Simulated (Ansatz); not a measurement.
Calculated with Ansatz (gas phase, PBE0-D4/def2-TZVP geometries, no zero-point term in ΔE). CCSD(T)/CBS is the MP2 limit (def2-TZVPP, def2-QZVPP) plus CCSD(T) − MP2 in def2-TZVPP, frozen cores. DFT in def2-TZVPP. For Br outer-core shells are correlated without core-valence functions, which leaves a few kJ/mol of doubt a bond. Scalar relativity is left out up to krypton. One conformer a species, not always the lowest.

`O[SiH](O)S[SiH](O)O` + HBr → `O[SiH](O)Br` + `O[SiH](O)S`  (ligand exchange at the Si–S bond)

| level | ΔE (kJ/mol) |
| --- | --- |
| r2SCAN-D4 | -20.1 |
| ωB97M-V | -22.5 |
| PBE | -23.5 |
| r2SCAN | -22.5 |
| MP2/def2-TZVPP | -20.9 |
| HF/def2-QZVPP | -44.7 |
| SCS-MP2/def2-QZVPP | -26.3 |
| HF/CBS(def2) | -44.7 |

Task: What does CCSD(T)/CBS give? (Estimate.)

Result: Computed: -23.2 kJ/mol. The listed levels differ from it by 3.1, 0.7, -0.3, 0.7, 2.3, -21.5, -3.1, -21.5 kJ/mol.

Largest T1 diagnostic among the species: 0.012.

In def2-TZVPP, CCSD(T) changes the Hartree–Fock value by +23.7 kJ/mol (the triples alone add +4.5 kJ/mol) and MP2 by +23.5 kJ/mol. The D4 term adds +11.8 kJ/mol with B3LYP and +6.8 kJ/mol with PBE0; it sums over pairs of atoms, weighted by their polarisabilities, and B3LYP, whose exchange is more repulsive, gets the larger term.

B3LYP here is the variant with VWN-RPA as its local correlation; programs differ in this.
